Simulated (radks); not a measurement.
Values are calculated unless marked as measured or tabulated.
Task: The mean radii <r> (bohr) of the occupied orbitals of an atom or ion are listed with their occupations. Level of theory: non-relativistic Kohn-Sham, r2SCAN, spin-polarised, spherical densities, point nucleus; meta-GGA in the generalised Kohn-Sham scheme (a radial shooting solver on a logarithmic mesh with Libxc functionals).

| orbital | occ. | <r> |
|---|---|---|
| 1s down | 1 | 0.05916 |
| 1s up | 1 | 0.05916 |
| 2s up | 1 | 0.2698 |
| 2s down | 1 | 0.2692 |
| 2p up | 3 | 0.2369 |
| 2p down | 3 | 0.2363 |
| 3s up | 1 | 0.8178 |
| 3s down | 1 | 0.8218 |
| 3p up | 3 | 0.8594 |
| 3p down | 3 | 0.8664 |
| 3d up | 5 | 1.093 |
| 4s up | 1 | 2.925 |
| 4s down | 1 | 3.193 |
| 3d down | 1 | 1.235 |

Name the element and its charge. Open shells, if any, are filled with parallel spins first.

Result: Z = 26, iron, charge 0: Fe in [Ar] 3d6 4s2. The 1s radius gives Z: for a bare nucleus <r> = 1.5/Z, 0.05769 bohr for Z = 26, and screening makes it slightly larger (0.05916 here). The occupations add up to 26, and the charge is Z minus that.
